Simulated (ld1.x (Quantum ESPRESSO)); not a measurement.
## What one change does to a pseudopotential (Fe, TM)

```
Element                 : iron (Fe)
Generator               : ld1.x (Quantum ESPRESSO) 7.5
Type                    : norm-conserving Troullier–Martins (Kleinman–Bylander form)
Functional              : PBE
Relativity              : non-relativistic
Frozen core             : [Ar]
Valence charge          : 8
Reference configuration : 3d7 4s1 4p0
Partial waves           : 4s (bound): rc 1.90 bohr; 4p (bound, empty): rc 3.90 bohr; 3d (bound): rc 1.05 bohr
Local potential         : all-electron potential smoothed inside 1.95 bohr (lloc = -1)
Core correction         : none
```

Change: core [Ne], valence charge 16; reference 3s2 3p6 3d6 4s1 4p1; waves now 3s (bound): rc 0.80 bohr; 3p (bound): rc 1.00 bohr; 3d (bound): rc 1.40 bohr; local potential the d channel; core correction Bessel-smoothed model core inside 0.75 bohr (4p, 4s counted twice).

Cutoffs: the cutoffs (Ry, on a coarse ladder) from which the occupation-weighted sum of valence levels, in a spherical-Bessel basis at the reference potential, stays within 10 and 1 mRy of its value at 400 Ry; they do not see the model core or the augmentation charge, which bear on the density cutoff. Errors are all-electron minus pseudo energies relative to the spin-unpolarised reference configuration.

Problem. What does the change do?

Solution. The miss of the reference levels goes from 0.00 to 0.17 eV; neither file shows a bound ghost. In the changed file ld1.x takes every shell without a wave as core, so the model core holds the 4p, 4s electrons as well and exchange and correlation see them twice. This cancels in the reference configuration, but the file is broken for other ones, and its errors say nothing about a proper core correction. Several settings change at once here, so the effects cannot be laid on one of them.

```tsv
quantity	base	changed
cutoff, loose	180 Ry	200 Ry
cutoff, tight	260 Ry	over 300 Ry
bound ghosts	none	none
largest miss of a reference level, eV	0.00	0.17
largest error over its own tests, meV	-340	-110
```
